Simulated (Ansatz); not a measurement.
Cd₁₄H₃₄S₁₄. Charge 0, multiplicity 1. Geometry PBE-D4/def2-SVP.

Cartesian coordinates in Å:
```
S -4.778 0.874 -1.122
Cd -5.156 -1.487 -0.108
Cd -3.590 0.869 3.915
S -3.324 -0.939 1.776
Cd -3.155 0.058 -3.134
S -3.200 -2.397 -2.026
Cd -2.822 2.921 -0.721
S -2.636 2.545 1.918
S -1.368 0.863 -1.363
Cd -0.998 -0.590 0.644
Cd -0.908 -3.585 -2.475
S -0.503 -3.170 0.159
Cd -0.093 2.802 2.609
S 0.654 0.178 2.389
Cd -0.155 0.860 5.033
Cd 1.269 -4.410 1.699
S 0.143 -2.983 3.781
S 2.127 4.719 -2.855
Cd 0.742 1.070 -2.756
S 1.075 -1.626 -2.788
Cd 4.093 3.318 -1.523
S 0.867 4.147 0.753
S 2.468 1.492 -0.788
Cd 2.973 0.134 1.519
Cd 3.317 -2.683 -1.939
S 2.850 -2.536 0.631
Cd 6.214 1.811 -3.322
S 5.238 -0.359 -1.411
H -5.988 1.229 -1.639
H -6.155 1.977 1.264
H -6.408 -2.618 0.051
H -3.646 -5.016 0.902
H -6.586 2.137 1.881
H -5.187 1.132 4.425
H -3.114 -2.144 2.378
H -3.270 0.349 -4.802
H -3.778 -4.551 0.303
H -3.992 -3.070 -2.909
H -3.190 4.433 -1.394
H -3.068 3.770 2.329
H -0.530 -4.915 -3.462
H -1.707 -3.665 0.560
H -0.053 2.760 4.425
H -1.926 0.493 4.589
H 0.908 0.217 6.199
H 1.682 -6.027 1.990
H 1.142 -2.929 4.707
H 0.435 -1.689 3.268
H 2.838 4.999 -3.984
H 1.598 3.551 -3.421
H 1.130 2.074 -4.113
H 1.321 -1.867 -4.107
H 5.442 4.140 -0.877
H 2.025 4.489 1.387
H 1.701 2.508 -0.104
H 4.695 0.284 1.614
H 4.414 -3.626 -2.830
H 4.079 -2.974 1.022
H 4.577 2.398 -3.365
H 7.816 1.365 -3.527
H 6.366 -1.096 -1.191
H 5.084 -0.012 -0.063
```

In the def2 sets Cd takes a core potential; there is no spin–orbit coupling. Single mean-field runs in def2-SVP, def2-TZVP are fitted with def2-universal-jkfit. In the singlet geometry the species has come apart into loosely held pieces. In the singlet, H32 and H37 lie 0.77 Å apart, H30 and H33 lie 0.77 Å apart (atoms count from 1), so H2 has formed as a molecule.

Problem. Estimate the orbital energies around the gap (eV) in Ansatz with PBE-D4/def2-SVP, PBE-D4/def2-TZVP, r2SCAN-D4/def2-TZVP, PBE0-D4/def2-SVP, PBE0-D4/def2-TZVP.

Solution. 
```json
{"orbital": "HOMO−5", "PBE-D4/def2-SVP": "-6.27", "PBE-D4/def2-TZVP": "-6.28", "r2SCAN-D4/def2-TZVP": "-6.55", "PBE0-D4/def2-SVP": "-7.40", "PBE0-D4/def2-TZVP": "-7.39"}
{"orbital": "HOMO−4", "PBE-D4/def2-SVP": "-6.25", "PBE-D4/def2-TZVP": "-6.27", "r2SCAN-D4/def2-TZVP": "-6.54", "PBE0-D4/def2-SVP": "-7.35", "PBE0-D4/def2-TZVP": "-7.36"}
{"orbital": "HOMO−3", "PBE-D4/def2-SVP": "-6.17", "PBE-D4/def2-TZVP": "-6.20", "r2SCAN-D4/def2-TZVP": "-6.46", "PBE0-D4/def2-SVP": "-7.27", "PBE0-D4/def2-TZVP": "-7.29"}
{"orbital": "HOMO−2", "PBE-D4/def2-SVP": "-6.05", "PBE-D4/def2-TZVP": "-6.06", "r2SCAN-D4/def2-TZVP": "-6.32", "PBE0-D4/def2-SVP": "-7.15", "PBE0-D4/def2-TZVP": "-7.13"}
{"orbital": "HOMO−1", "PBE-D4/def2-SVP": "-6.04", "PBE-D4/def2-TZVP": "-6.05", "r2SCAN-D4/def2-TZVP": "-6.31", "PBE0-D4/def2-SVP": "-7.12", "PBE0-D4/def2-TZVP": "-7.12"}
{"orbital": "HOMO", "PBE-D4/def2-SVP": "-5.86", "PBE-D4/def2-TZVP": "-5.89", "r2SCAN-D4/def2-TZVP": "-6.14", "PBE0-D4/def2-SVP": "-6.97", "PBE0-D4/def2-TZVP": "-6.96"}
{"orbital": "LUMO", "PBE-D4/def2-SVP": "-2.61", "PBE-D4/def2-TZVP": "-2.66", "r2SCAN-D4/def2-TZVP": "-2.46", "PBE0-D4/def2-SVP": "-1.87", "PBE0-D4/def2-TZVP": "-1.91"}
{"orbital": "LUMO+1", "PBE-D4/def2-SVP": "-2.27", "PBE-D4/def2-TZVP": "-2.34", "r2SCAN-D4/def2-TZVP": "-2.12", "PBE0-D4/def2-SVP": "-1.58", "PBE0-D4/def2-TZVP": "-1.63"}
{"orbital": "LUMO+2", "PBE-D4/def2-SVP": "-2.21", "PBE-D4/def2-TZVP": "-2.29", "r2SCAN-D4/def2-TZVP": "-2.09", "PBE0-D4/def2-SVP": "-1.51", "PBE0-D4/def2-TZVP": "-1.57"}
{"orbital": "LUMO+3", "PBE-D4/def2-SVP": "-1.96", "PBE-D4/def2-TZVP": "-2.04", "r2SCAN-D4/def2-TZVP": "-1.83", "PBE0-D4/def2-SVP": "-1.20", "PBE0-D4/def2-TZVP": "-1.28"}
{"orbital": "LUMO+4", "PBE-D4/def2-SVP": "-1.93", "PBE-D4/def2-TZVP": "-2.03", "r2SCAN-D4/def2-TZVP": "-1.82", "PBE0-D4/def2-SVP": "-1.17", "PBE0-D4/def2-TZVP": "-1.24"}
{"orbital": "LUMO+5", "PBE-D4/def2-SVP": "-1.87", "PBE-D4/def2-TZVP": "-1.94", "r2SCAN-D4/def2-TZVP": "-1.73", "PBE0-D4/def2-SVP": "-1.15", "PBE0-D4/def2-TZVP": "-1.20"}
```
